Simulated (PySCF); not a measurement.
# Bi(CN)3: one run

Bi(CN)3 (singlet). PySCF 2.14.0, RKS B3LYP, Bi def2-SVP with ECP60, C def2-SVP, N def2-SVP; non-relativistic Hamiltonian with scalar-relativistic core potentials where named; density fitting; no spin-orbit coupling. Purpose: singlet excitations, Tamm-Dancoff B3LYP.

```python
mol = gto.M(atom='''
Bi     0.00000     0.00000     0.71206
C      1.86174    -0.00001    -0.52278
N      2.90062    -0.00001    -1.05245
C     -0.93086     1.61231    -0.52278
N     -1.45030     2.51201    -1.05245
C     -0.93087    -1.61231    -0.52278
N     -1.45032    -2.51200    -1.05245''',
    basis={'Bi': 'def2-SVP', 'C': 'def2-SVP', 'N': 'def2-SVP'},
    ecp={'Bi': 'def2-SVP'},
    charge=0, spin=0)
mf = dft.RKS(mol, xc='B3LYP')
mf.grids.atom_grid = (50, 194)
mf = mf.density_fit()  # fitting sets: Bi def2-universal-JKFIT, C def2-universal-JKFIT, N def2-universal-JKFIT
mf.conv_tol = 1e-08; mf.max_cycle = 55
mf.kernel(dm0)  # dm0: converged density of the relaxed state
td = mf.TDA(); td.nstates = 8; td.kernel()
```

Run from Python with OMP_NUM_THREADS=2; the lines above give its settings. Where DIIS fails, smearing, a level shift and second-order steps follow.
It took 36 s on 2 threads of Arm Neoverse V2, on a shared host, from an already converged density.

Problem. Where do the frontier levels lie, over both spins?

Solution. HOMO -9.60 eV, LUMO -3.00 eV. 

Problem. What are the Mulliken charges and spins?

Solution. 
```json
{"atom": "Bi1", "charge (e)": "0.992", "spin (e)": "0.000"}
{"atom": "C2", "charge (e)": "-0.323", "spin (e)": "0.000"}
{"atom": "N3", "charge (e)": "-0.007", "spin (e)": "0.000"}
{"atom": "C4", "charge (e)": "-0.324", "spin (e)": "0.000"}
{"atom": "N5", "charge (e)": "-0.007", "spin (e)": "0.000"}
{"atom": "C6", "charge (e)": "-0.324", "spin (e)": "0.000"}
{"atom": "N7", "charge (e)": "-0.007", "spin (e)": "0.000"}
```

Problem. Which singlet excitations follow (Tamm-Dancoff, 8 states)?

Solution. 
```tsv
state	eV	oscillator strength
1	5.75	0.0304
2	5.75	0.0303
3	5.75	0.0000
4	5.91	0.0134
5	5.91	0.0134
6	5.97	0.0041
7	5.98	0.0040
8	6.01	0.0004
```
Functionals without range separation put charge-transfer states too low; the basis has no diffuse functions.

The geometry was relaxed with r2SCAN (Bi def2-SVP with ECP60, C def2-SVP, N def2-SVP).
